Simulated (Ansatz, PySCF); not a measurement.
Gas-phase reaction R1 + R2 → P1 + P2, each structure at its B3LYP-D3(BJ)/def2-TZVP stationary point, reached from a drawn start (curvature not checked).
P1: F atom, charge 0, multiplicity 2.
P2: H2O (SMILES O), charge 0, multiplicity 1.
R1: OH (SMILES [OH]), charge 0, multiplicity 2.
R2, HF (SMILES F) (charge 0, multiplicity 1):
```xyz
2

H      0.00000     0.00000    -0.46224
F      0.00000     0.00000     0.46224
```

```
level                          reaction energy (kcal/mol)  minus CCSD(T)/CBS(cc-pVTZ, cc-pVQZ)
-----------------------------  --------------------------  -----------------------------------
HF/cc-pVDZ                                           6.91                                -8.99
HF/cc-pVQZ                                           9.20                                -6.70
BLYP/def2-TZVPP                                     17.68                                 1.78
revPBE/def2-TZVPP                                   16.84                                 0.94
PBE0/def2-TZVPP                                     15.18                                -0.72
BHLYP/def2-TZVPP                                    13.55                                -2.35
M06-2X/def2-TZVPP                                   14.90                                -1.00
B2PLYP/def2-TZVPP                                   15.48                                -0.41
MP2/cc-pVDZ                                         12.32                                -3.58
SCS-MP2/cc-pVDZ                                     11.63                                -4.27
SCS-MP2/cc-pVTZ                                     14.56                                -1.33
CCSD/cc-pVDZ                                        12.01                                -3.89
CCSD(T)/cc-pVDZ                                     11.85                                -4.05
CCSD(T)/CBS(cc-pVTZ, cc-pVQZ)                       15.90                                 0.00
```

 The comparison column counts from a level with limits of its own.

P less R. No zero-point or thermal terms; singlets are restricted closed shells; open shells are unrestricted; no spin–orbit coupling.

Frozen-core correlation throughout. CBS: X⁻³ extrapolation of the correlation energy, Hartree–Fock from the larger set.

Codes used: Ansatz (a program for electronic structure); PySCF for M06-2X. No computed number here is a measurement.
